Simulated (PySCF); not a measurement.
**$^{33}$S chemical shifts**

PySCF calculation with coordinates at the GFN2-xTB level and NMR shieldings at PBE0/pcSseg-1/GIAO; no solvent, one averaged value for each set of equivalent atoms, one computed conformer, relativity neglected.

Shieldings were converted by a linear fit to measured shifts: $^{33}$S (scatter 33.3 ppm rms vs sulfate, solution or neat liquid). Occasional misses reach two or three times the rms, and more in compound classes unlike the fitted ones.

**Question.** Give the $^{33}$S shifts of `N#CCP1(=S)CCSCC1`, `c1pcc(C2CC2)s1`.

**Answer.** 
| compound | environment | δ (ppm) |
| --- | --- | --- |
| [N:1]#[C:2][CH2:3][P:4]1(=[S:5])[CH2:6][CH2:7][S:8][CH2:9][CH2:10]1 | S8: sulfide sulfur | -285 |
| [N:1]#[C:2][CH2:3][P:4]1(=[S:5])[CH2:6][CH2:7][S:8][CH2:9][CH2:10]1 | S5: sulfur bonded to P | -545 |
| c1pcc(C2CC2)s1 | aromatic ring sulfur | -26 |

**Question.** Order these by $^{33}$S shift, lowest first.
A. O=C/C=C/[SiH2]S[SiH3]
B. C#C[C@]1(F)CC=C1[SiH2]SC
C. C/C=P/c1cccs1
D. O=S(=O)(O)C(F)(F)C(F)(F)C(F)(F)F

**Answer.** A (-624 ppm, sulfur bonded to 2 Si), B (-533 ppm, sulfur bonded to C, Si), C (-98 ppm, aromatic ring sulfur), D (-41 ppm, sulfonyl sulfur).
